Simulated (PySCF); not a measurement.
# Working out the ionisation energy of Xe

Xe [Xe] (1S) → Xe⁺ [Kr] 4d10 5s2 5p5 (2P). Computed with PySCF 2.14 in aug-cc-pwCVDZ-PP with ECP28MDF, with scalar relativity through the core potential. Frozen: nothing. Energies in hartree (1 hartree = 27.21139 eV):

```tsv
part	Xe (lower)	Xe⁺ (upper)
UHF	-328.291724	-327.866233
CCSD correlation	-0.541204	-0.519003
(T)	-0.007651	-0.006647
```

**Question.** What does Hartree-Fock give?

**Answer.** (-327.866233) − (-328.291724) = 0.425491 hartree = 11.578 eV.

**Question.** What do CCSD and CCSD(T) give?

**Answer.** The CCSD correlation energies differ by 0.022201 hartree = 0.604 eV and the triples by 0.001004 hartree = 0.027 eV, so CCSD gives 12.182 eV and CCSD(T) 12.209 eV.

Measured between the centres of the two terms (NIST): 12.565 eV, so CCSD(T) (valence and next inner shell) is off by -0.356 eV.

A double-zeta basis recovers only part of the correlation energy.

What remains against the reference includes basis incompleteness and higher excitations.
